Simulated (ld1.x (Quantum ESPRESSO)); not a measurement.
# Cu (Z = 29) PAW: all-electron and pseudo phase curves

Cu, PAW, made with ld1.x (Quantum ESPRESSO) 7.5 (PBE, scalar-relativistic). Core [Ne], reference 3s2 3p6 3d10 4s1 4p0. Waves: 3s (bound): rcut 0.95, rcutus 1.05 bohr; 4s (bound): rcut 0.95, rcutus 1.05 bohr; 3p (bound): rcut 1.05, rcutus 1.35 bohr; 4p (bound, empty): rcut 1.05, rcutus 1.35 bohr; 3d (bound): rcut 0.60, rcutus 0.85 bohr; 3d channel at 2.6 Ry: rcut 0.60, rcutus 0.85 bohr. Local part: all-electron potential smoothed inside 0.80 bohr (lloc = -1). Core correction: Bessel-smoothed model core inside 0.45 bohr. Augmentation charge: PSQ, inside the norm-conserving radii.

The phase is arctan(r·u′/u) with u = r·R(r), unwrapped; energies in Ry, scanned from -10 to 5 Ry. A pole is an energy at which the radial function vanishes at the test radius. The pseudo phase is shifted by a multiple of π to meet the all-electron one at the reference energy, and phase errors are pseudo minus all-electron; the curves can meet again beyond the range given. Levels narrower than the energy grid can be missing from the lists of poles.

Question: For each channel, where are the poles, and over which energies does the pseudopotential scatter like the atom?

Answer:

| channel | radius (bohr) | reference energy (Ry) | poles, all-electron | poles, pseudo | unbroken range about the reference energy with phases within 0.05 rad | phase error 1 Ry above the reference energy (rad) |
| --- | --- | --- | --- | --- | --- | --- |
| s | 1.49 | -0.34 | -8.09 | -8.09 | the whole range | -0.000 |
| p | 1.49 | -0.05 | -4.79 | -4.87 | -5.4 to 2.0 | -0.006 |
| d | 1.49 | -0.37 | 0.65 | 0.65 | the whole range | +0.000 |

The ghost test of this file was not conclusive. Its overlap operator is not positive definite in a basis up to 400 Ry (lowest eigenvalue p -1.18), so the file is unfit for use: the generalised eigenproblem breaks down once the basis is large enough, and its test numbers describe a broken file.

Phases in the p channel:

```
E (Ry)  all-electron  pseudo
-10.00         1.326   1.351
 -9.52         1.316   1.345
 -9.04         1.303   1.337
 -8.56         1.287   1.328
 -8.08         1.266   1.317
 -7.60         1.238   1.304
 -7.12         1.194   1.289
 -6.64         1.112   1.274
 -6.16         0.902   1.319
 -5.68        -0.185  -0.932
 -5.20        -1.363  -1.369
 -4.72        -1.591  -1.619
 -4.24        -1.679  -1.706
 -3.76        -1.729  -1.751
 -3.28        -1.765  -1.782
 -2.80        -1.794  -1.808
 -2.32        -1.821  -1.831
 -1.84        -1.847  -1.853
 -1.36        -1.873  -1.878
 -0.88        -1.902  -1.904
 -0.40        -1.935  -1.935
  0.08        -1.972  -1.972
  0.56        -2.016  -2.018
  1.04        -2.070  -2.078
  1.52        -2.139  -2.160
  2.00        -2.228  -2.278
  2.48        -2.349  -2.461
  2.96        -2.515  -2.753
  3.44        -2.744  -3.188
  3.92        -3.044  -3.664
  4.40        -3.381  -4.021
  4.88        -3.689  -4.245
```
